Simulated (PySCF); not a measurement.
# Oscillator strengths, rates and cross-sections

Species: C4H12BN.
SMILES: `C=CC[N@H+]([BH3-])C`

The calculation used PySCF 2.14.0, density-fitted response routines, TDDFT CAM-B3LYP/def2-SVPD, vertical, gas phase, core orbitals frozen in the response. The structure is a single PBE0-D3(BJ)/def2-SVP conformer in the gas phase; no vibrational or solvent corrections. Torsions of this conformer, `[BH3-:1][N@H+:2]([CH3:3])[CH2:4][CH:5]=[CH2:6]`: B1–N2–C4–C5 -170°, N2–C4–C5–C6 110°.

Computed singlets with f of 0.002 or more:

```tsv
state	λ (nm)	f
S1	174.0	0.025
S2	171.1	0.016
S3	166.5	0.313
S4	163.8	0.191
S5	161.6	0.031
S6	160.7	0.046
S7	157.6	0.0042
S8	150.1	0.012
S9	148.6	0.032
S10	148.4	0.031
```

Task: Give A, τ, |μ| and ∫σ dE for each state.

Result: For one non-degenerate pair of states in vacuum, A = 0.6670 f ν̃² s⁻¹ with ν̃ in cm⁻¹, τ = 1/A, |μ|² = 3f / (2ΔE) in atomic units, and the integrated cross-section is ∫σ dE = 109.76 f Mb·eV.

```json
{"state": "S1", "A (s⁻¹)": "5.5×10⁷", "τ": "18 ns", "|μ| (D)": "0.96", "∫σ dE (Mb·eV)": "2.7"}
{"state": "S2", "A (s⁻¹)": "3.8×10⁷", "τ": "27 ns", "|μ| (D)": "0.77", "∫σ dE (Mb·eV)": "1.8"}
{"state": "S3", "A (s⁻¹)": "7.5×10⁸", "τ": "1.3 ns", "|μ| (D)": "3.33", "∫σ dE (Mb·eV)": "34"}
{"state": "S4", "A (s⁻¹)": "4.7×10⁸", "τ": "2.1 ns", "|μ| (D)": "2.58", "∫σ dE (Mb·eV)": "21"}
{"state": "S5", "A (s⁻¹)": "7.8×10⁷", "τ": "13 ns", "|μ| (D)": "1.03", "∫σ dE (Mb·eV)": "3.4"}
{"state": "S6", "A (s⁻¹)": "1.2×10⁸", "τ": "8.5 ns", "|μ| (D)": "1.25", "∫σ dE (Mb·eV)": "5"}
{"state": "S7", "A (s⁻¹)": "1.1×10⁷", "τ": "89 ns", "|μ| (D)": "0.37", "∫σ dE (Mb·eV)": "0.46"}
{"state": "S8", "A (s⁻¹)": "3.5×10⁷", "τ": "28 ns", "|μ| (D)": "0.62", "∫σ dE (Mb·eV)": "1.3"}
{"state": "S9", "A (s⁻¹)": "9.6×10⁷", "τ": "10 ns", "|μ| (D)": "1.00", "∫σ dE (Mb·eV)": "3.5"}
{"state": "S10", "A (s⁻¹)": "9.3×10⁷", "τ": "11 ns", "|μ| (D)": "0.98", "∫σ dE (Mb·eV)": "3.4"}
```

The rates are for emission to S0 at the absorption energy, with no other channel.

Task: How much energy does a mole of photons resonant with S3 carry?

Result: 7.446 eV × 96.485 = 718 kJ/mol (172 kcal/mol).

Task: By what factor does the largest A in the list exceed the smallest?

Result: S3 has 67 times the rate of S7.

Task: Suppose S1 emitted 0.3 eV lower with the same transition dipole. How would A change?

Result: At fixed |μ|, A goes as the cube of the energy: (6.83/7.13)³ = 0.88, which makes τ about 21 ns.

All these states lie below the vertical ionisation energy of 10.22 eV (ΔSCF).

Hardware: an x86-64 server with one thread, on a shared host. Cost: 5.2 min wall.
